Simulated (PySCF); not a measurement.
Molecule: `O=C(CO[SiH3])O[SiH3]`, C2H8O3Si2.

Cartesian coordinates in Å; atom numbers follow the order of the lines, from 1:
```xyz
15

O     1.148   -1.000    1.639
C     0.641   -0.525    0.657
C    -0.852   -0.249    0.556
O    -1.159    0.483   -0.576
Si   -2.604    0.984   -1.118
O     1.314   -0.212   -0.424
Si    2.957   -0.442   -0.567
H    -1.161    0.274    1.470
H    -1.362   -1.224    0.549
H    -3.487   -0.155   -1.386
H    -2.163    1.687   -2.308
H    -3.265    1.839   -0.126
H     3.636    0.369    0.437
H     3.105    0.041   -1.931
H     3.246   -1.862   -0.401
```

Frames of a GFN2-xTB Langevin trajectory at 300 K; GIAO PBE0/pcSseg-1 shieldings in PySCF, gas phase, non-relativistic; equivalent atoms averaged within each frame.

Chemical shifts δ = σref − σ; 17O (σref 336.08) against H2O; 13C (σref 186.93) and 29Si (σref 349.16) and 1H (σref 31.72) vs TMS, all at this level. The references are static minima.

Question: How do the shifts (ppm) fluctuate along the trajectory?

Answer: 
```tsv
time (fs)	O1	O6	O4	C2	C3	Si7	Si5	H13/H14/H15	H10/H11/H12	H8/H9
optimised geometry	434.0	187.7	8.4	177.4	67.7	-38.6	-36.4	4.91	4.95	4.33
250	477.8	194.2	0.4	182.3	67.5	-31.1	-41.5	5.56	5.10	4.53
425	470.4	173.2	3.1	177.5	76.6	-35.3	-38.3	5.25	5.27	5.90
625	469.7	200.4	3.3	179.5	74.2	-32.7	-30.9	5.24	5.44	3.95
800	515.6	179.7	-2.7	181.9	74.3	-39.2	-44.0	5.21	4.86	4.81
1000	463.0	156.4	-6.1	168.8	71.7	-44.2	-38.9	5.11	5.09	4.22
mean of frames	479.3	180.8	-0.4	178.0	72.9	-36.5	-38.7	5.27	5.15	4.68
standard deviation	21.0	17.5	4.0	5.5	3.5	5.3	4.9	0.17	0.22	0.75
```

5 frames give an uncertainty of the mean of about the standard deviation over 2.2 at best, since frames this close in time may not be independent; classical motion lacks zero-point vibration, and the reference would need the same averaging.
